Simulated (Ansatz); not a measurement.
Start from `C#CB[SiH2][SeH]` and change one atom or group to get `C#CBBC`.

Ansatz, PBE0-D4/def2-TZVP geometries, multiplicity 1. Each molecule was computed in one conformer, which needn't be the lowest.

Scalar relativity is left out up to krypton.

| property | `C#CB[SiH2][SeH]` |
| --- | --- |
| ideal-gas entropy at 298 K and 1 bar (rigid rotor, harmonic PBE0-D4/def2-TZVP) / J/(mol·K) | 358 |
| size of the dipole moment (ωB97M-V/def2-TZVPP) / D | 1.80 |
| size of the dipole moment (PBE/def2-TZVPP) / D | 1.82 |
| HOMO energy (B3LYP/def2-TZVPP) / eV | -6.70 |
| HOMO–LUMO gap (PBE0/def2-TZVPP) / eV | 5.82 |
| HOMO–LUMO gap (PBE/def2-TZVPP) / eV | 3.96 |

Task: What does the change do to each property? (An estimate is asked.)

Result: Ansatz gave: 
```
                                                                                  property  `C#CBBC`  shift
ideal-gas entropy at 298 K and 1 bar (rigid rotor, harmonic PBE0-D4/def2-TZVP) / J/(mol·K)       342    -16
                                        size of the dipole moment (ωB97M-V/def2-TZVPP) / D      0.72  -1.08
                                            size of the dipole moment (PBE/def2-TZVPP) / D      0.79  -1.03
                                                       HOMO energy (B3LYP/def2-TZVPP) / eV     -7.21  -0.51
                                                      HOMO–LUMO gap (PBE0/def2-TZVPP) / eV      5.35  -0.47
                                                       HOMO–LUMO gap (PBE/def2-TZVPP) / eV      3.21  -0.75
```

With PBE0 the HOMO falls by 0.50 eV and the LUMO falls by 0.97 eV, so the gap narrows by about 0.47 eV. PBE moves the HOMO by -0.32 eV and ωB97M-V by -0.68 eV. The zero-point energy changes by 56.9 kJ/mol with +3 modes. Dipoles are sizes alone; their direction can turn.

B3LYP here is the variant with VWN-RPA as its local correlation; programs differ in this.

Spin–orbit coupling is left out; it splits and shifts lone-pair levels of the heavy atoms by tenths of an eV.
